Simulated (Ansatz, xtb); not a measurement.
## Isomers of BFGaH4N in order of energy

3 gas-phase structures of BFGaH4N, from a drawn sample of its isomers (lower ones may exist). Each was relaxed with GFN2-xTB:

A. a singlet given by its coordinates
B. a singlet given by its coordinates
C. `B[NH][GaH][F]`, a singlet

A (Å):

```xyz
8

B    -0.5111   -1.3625    0.1181
F    -0.7848   -2.2477    1.0756
Ga    0.4962    1.3882   -0.4922
N    -0.0072   -0.1043    0.4864
H     0.4062    1.4191   -2.0435
H     1.0093    2.5927    0.3520
H     0.0961   -0.0098    1.4970
H    -0.7047   -1.6758   -0.9935
```

Close contacts (Å): B1–F2 1.33, B1–N4 1.40, Ga3–N4 1.85, B1–H8 1.17, Ga3–H5 1.55, Ga3–H6 1.56, N4–H7 1.02.

B (Å):

```yaml
atoms:
  - { symbol: B, position_ang: [0.9129, 0.0067, 0.6075] }
  - { symbol: F, position_ang: [2.2566, -0.6076, 0.0055] }
  - { symbol: Ga, position_ang: [1.5083, -1.9206, -1.4106] }
  - { symbol: N, position_ang: [-0.1183, -0.7679, -0.2643] }
  - { symbol: H, position_ang: [-0.7592, -1.2950, 0.3200] }
  - { symbol: H, position_ang: [0.9076, -0.3106, 1.7448] }
  - { symbol: H, position_ang: [0.9659, 1.1620, 0.3693] }
  - { symbol: H, position_ang: [-0.6937, -0.1225, -0.7956] }
```

Close contacts (Å): B1–F2 1.60, B1–N4 1.56, F2–Ga3 2.07, Ga3–N4 2.30, B1–H6 1.18, B1–H7 1.18, N4–H5 1.01, N4–H8 1.01.

Which do you expect lowest at r2SCAN-D4/def2-SVP//GFN2-xTB, and how would the others follow?

Calculated order at r2SCAN-D4/def2-SVP//GFN2-xTB: A (0.000), B (0.395), C (0.612) eV.

Energies above the lowest of each column, in eV; the last columns are at r2SCAN-D4/def2-SVP geometries:

```csv
structure,GFN2-xTB,HF/STO-3G,r2SCAN-D4/def2-SVP//GFN2-xTB,r2SCAN-D4/def2-SVP,CCSD(T)/def2-SVP + ΔMP2/def2-TZVPP
A,1.581,0.000,0.000,0.000,0.000
B,0.000,1.788,0.395,0.339,0.353
C,0.860,1.292,0.612,0.596,0.453
```

CCSD(T)/def2-SVP + ΔMP2/def2-TZVPP puts A lowest; GFN2-xTB picks B. Flexible structures stand in one conformer each, not always the lowest. ΔMP2 is the change of the MP2 energy from the smaller to the larger basis.

Programs: Ansatz 0.2.0, xtb 6.7.1.
